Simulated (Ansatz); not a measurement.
GaH7SSi2 (`[SiH3][SiH2][S][GaH2]`) at its PBE0-D4/def2-TZVP geometry, where that method's forces vanish. Charge 0, multiplicity 1.

```xyz
11

Si   -0.5839   -0.8966   -1.3189
Si   -0.9290    1.0988   -0.1272
S     0.8477    1.8500    0.8119
Ga    1.6740    0.0041    1.6791
H    -0.9645   -2.0895   -0.5189
H    -1.4061   -0.8809   -2.5601
H     0.8514   -1.0097   -1.6972
H    -2.0105    0.9113    0.8788
H    -1.3656    2.1663   -1.0666
H     2.9908    0.1737    2.4941
H     0.8957   -1.3274    1.4250
```

(1) What forces (eV/Å) does ωB97M-V/def2-TZVPP give on these atoms in Ansatz 0.2.0? (Estimate.)

## Answers

(1) Ansatz gave: 
```
Si1 -0.004 -0.079 -0.049
Si2 -0.165  0.034 -0.038
S3   0.018 -0.004  0.007
Ga4  0.058 -0.069  0.047
H5   0.042  0.133 -0.089
H6   0.093  0.002  0.141
H7  -0.146  0.016  0.047
H8   0.122  0.015 -0.115
H9   0.045 -0.127  0.105
H10 -0.125 -0.027 -0.074
H11  0.062  0.108  0.018
```
